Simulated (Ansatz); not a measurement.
Reaction (formal exchange of groups at a P–N bond): `NP(O)S` + SiH₄ → `OP([SiH3])S` + NH₃

Computed with Ansatz on PBE0-D4/def2-TZVP structures; ΔE is electronic, products minus reactants. CBS: MP2 limit from def2 TZ/QZ plus the TZ coupled-cluster correction, frozen cores. This one scheme is used for every species. DFT in def2-TZVPP. B3LYP here is the variant with VWN-RPA as its local correlation; programs differ in this. Each species was taken in one conformer, which may not be the lowest.

(1) Is it downhill or uphill in electronic energy at CCSD(T)/CBS, and by how much? (Best estimate.)

(2) What do these levels give: r2SCAN-D4, r2SCAN0-D4, ωB97X-V, PBE-QIDH, BLYP, r2SCAN, PBE0, B3LYP, CAM-B3LYP, HF/def2-SVP, SCS-MP2/def2-TZVPP, SCS-MP2/def2-QZVPP? (Best estimate.)

Largest T1 diagnostic among the species: 0.014.

## Answers

(1) The calculation gave: Uphill: ΔE = +0.05 eV.

(2) Computed: r2SCAN-D4 0.02, r2SCAN0-D4 0.04, ωB97X-V 0.10, PBE-QIDH 0.05, BLYP 0.07, r2SCAN 0.03, PBE0 0.00, B3LYP 0.10, CAM-B3LYP 0.18, HF/def2-SVP 0.21, SCS-MP2/def2-TZVPP 0.13, SCS-MP2/def2-QZVPP 0.13 eV.

From BLYP to BHLYP (50 % exact exchange), in def2-TZVPP and without D4, ΔE moves by +0.10 eV. Leaving LDA and LC-ωPBE aside and taking each functional with its dispersion term where it has one, the values, not all of them listed here, spread over 0.23 eV, from PBE-D4 to CAM-B3LYP-D4. LDA lies +0.09 eV from PBE without D4. In def2-TZVPP, CCSD(T) changes the Hartree–Fock value by −0.18 eV (the triples alone add −0.03 eV) and MP2 by −0.16 eV.
